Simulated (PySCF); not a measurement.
Work out the structure from these simulated measurements.

Formula: C6H9P.

- NMR, other nuclei: isotropic shieldings of nuclei other than C and H, by class: 385 (1 P) ppm [GIAO PBE0/pcSseg-1]
- 1H NMR: chemical shifts (computed TMS as zero) by class: 6.85 (1 H), 6.17 (1 H), 4.89 (1 H), 2.44 (3 H), 2.29 (3 H) ppm [GIAO PBE0/pcSseg-1]
- 13C NMR: chemical shifts (computed TMS as zero) by class: 160.3 (1 C), 158.7 (1 C), 145.1 (1 C), 129.9 (1 C), 21.9 (1 C), 21.4 (1 C) ppm [GIAO PBE0/pcSseg-1]
- Rotational structure: rotational constants A, B, C: 3.766, 1.799, 1.248 GHz [GFN2-xTB]
- Dipole: 1.18 D [CAM-B3LYP/def2-SVPD]
- UV, strongest line: among the 8 lowest singlet transitions: S2 at 5.39 eV (230 nm, f = 0.097) [TDDFT CAM-B3LYP/def2-SVPD]
- UV, first state: lowest singlet excitation: 4.72 eV (263 nm, f = 0.057) [TDDFT CAM-B3LYP/def2-SVPD]

The electronic properties come from PySCF, for the isolated species, density fitting. Levels stand in brackets. Geometry: GFN2-xTB; no solvent, vibrations or thermal averaging. NMR classes are plain means over equivalent atoms (diastereotopic ones count apart unless rotation or inversion swaps them), as if these changed places fast.

Question: Give a SMILES that accounts for the data.

Answer: Numbering: `[CH3:1][c:2]1[cH:3][pH:4][c:5]([CH3:6])[cH:7]1`. 6 carbons fall into 6 classes; from least to most shielded: unsaturated ring carbon [C5] (160.3 ppm), unsaturated ring carbon [C2] (158.7 ppm), unsaturated ring CH carbon [C7] (145.1 ppm), unsaturated ring CH carbon [C3] (129.9 ppm), carbon bonded to C and 3 H [C1] (21.9 ppm), carbon bonded to C and 3 H [C6] (21.4 ppm). Hydrogen classes from least to most shielded: 1 H on an unsaturated ring CH carbon, C7 (6.85 ppm), 1 H on an unsaturated ring CH carbon, C3 (6.17 ppm), 1 H on a ring phosphorus, P4 (4.89 ppm), 3 H on a carbon bonded to C and 3 H, C6 (2.44 ppm), 3 H on a carbon bonded to C and 3 H, C1 (2.29 ppm). The other shieldings belong to: 385 ppm, ring phosphorus [P4]. By its constants the optimised geometry is an asymmetric top. Structure: `Cc1cc(C)[pH]c1`. Computed isomers that give other values at the same levels: `C#CCPC(=C)C` (13C chemical shifts (computed TMS as zero) by class: 155.0 (1 C), 125.5 (1 C), 84.6 (1 C), 77.2 (1 C), 24.7 (1 C), 16.3 (1 C) ppm); `CC#CPC1CC1` (13C chemical shifts (computed TMS as zero) by class: 108.8 (1 C), 80.1 (1 C), 9.4 (1 C), 6.2 (1 C), 6.0 (2 C) ppm); `Cc1cc[pH]c1C` (13C chemical shifts (computed TMS as zero) by class: 152.5 (1 C), 151.4 (1 C), 147.0 (1 C), 135.4 (1 C), 16.9 (1 C), 16.1 (1 C) ppm). The assignments are read from this structure; whether some other isomer fits the data as well wasn't checked.
